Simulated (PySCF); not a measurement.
**Exercise with solution: dipole moment from atomic charges**

B(Br)(Me)(NH2) (CH5BBrN), SMILES CB(N)Br. Atoms are numbered in the order given.

```xyz
9

B      0.0853    -0.9500     0.0000
Br    -0.0437     1.0111     0.0000
C     -1.2378    -1.7950     0.0000
H     -1.8520    -1.5467     0.8817
H     -1.0566    -2.8823     0.0000
H     -1.8520    -1.5467    -0.8817
N      1.3651    -1.4949     0.0000
H      1.5261    -2.4957     0.0000
H      2.2084    -0.9336     0.0000
```

Coordinates come from a B3LYP-D3(BJ)/def2-SVP optimisation. This is a generated structure with no PubChem entry under its InChIKey; it may be hypothetical. Other conformers were not sampled.

Charges (e) from PBE/def2-TZVP (PySCF):

| atom | ESP fit | Mulliken |
|---|---|---|
| B1 | 0.482 | 0.114 |
| Br2 | -0.224 | -0.182 |
| C3 | -0.579 | -0.414 |
| H4 | 0.148 | 0.143 |
| H5 | 0.151 | 0.109 |
| H6 | 0.148 | 0.143 |
| N7 | -0.911 | -0.377 |
| H8 | 0.405 | 0.230 |
| H9 | 0.380 | 0.236 |

The dipole moment of the full density is 2.79 D.

Q: What dipole moment does each set of point charges give, and which comes closer to that of the density?

A: 
μ = Σ q r, and 1 e Å = 4.8032 D.
ESP fit: Σ q r = (0.274, -0.542, 0.000) e Å, |μ| = 2.92 D.
Mulliken: Σ q r = (0.243, -0.536, 0.000) e Å, |μ| = 2.83 D.
Mulliken comes closer in size. Point charges leave out the atoms' own dipoles (lone pairs, polarised bonds); fits to the potential absorb them, partitions of the density don't.
